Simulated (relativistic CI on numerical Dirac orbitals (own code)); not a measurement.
Calculated at this level of theory: Dirac-Coulomb-Breit CI, KLI orbitals optimised for each configuration, model QED (radiative potential, 1s self-energy scaled to tabulated hydrogen-like ionisation energies), unscaled Slater integrals (own radial code, finite nucleus).

Configurations in the expansion (outside the closed core [Ne]): 3s²3p⁶3d⁵, 3s²3p⁵3d⁶, 3s²3p⁴3d⁷, 3s3p⁶3d⁶, 3p⁶3d⁷, 3s²3p⁶3d⁴4s, 3s3p⁵3d⁷, 3s²3p⁶3d⁴4p, 3s²3p⁶3d⁴4d, 3s²3p⁶3d⁴4f, 3s²3p⁶3d³4s², 3s²3p⁵3d⁵4s, 3s²3p⁴3d⁶4s, 3s²3p⁶3d³4s4p, 3s²3p⁴3d⁶4p, 3s²3p⁵3d⁵4p, 3s²3p⁶3d⁴5s, 3s²3p⁶3d³4p², 3s²3p⁶3d⁴5p, 3s²3p⁶3d³4s4d, 3s3p⁵3d⁶4s, 3s²3p⁶3d⁴5d, 3s3p⁶3d⁵4s, 3s²3p⁶3d⁴5g, 3s²3p⁶3d³4d², 3p⁶3d⁵4s². Levels of other configurations are missing.

At this charge energies of transitions that change n are usually good to better than 1 %, and those within a shell (Δn = 0) to a few per cent. Terms inside the open d or f shell come out 10 to 20 % too wide with unscaled integrals.

Outline of the computed level scheme of Zr XVIII. Lowest level of each configuration: 3s²3p⁶3d⁵ ⁶S5/2 at 0.000 eV; 3s²3p⁵3d⁶ ⁶F°11/2 at 130.368 eV.

Some strong electric-dipole decays among the lowest 45 levels: 3s²3p⁵3d⁶ ⁶F°7/2 → 3s²3p⁶3d⁵ ⁶S5/2 (3.6e+09 s⁻¹).

LS names give the leading component of a level, which can be under half, so a name can repeat, a term be missing and a line seem to break the LS rules.
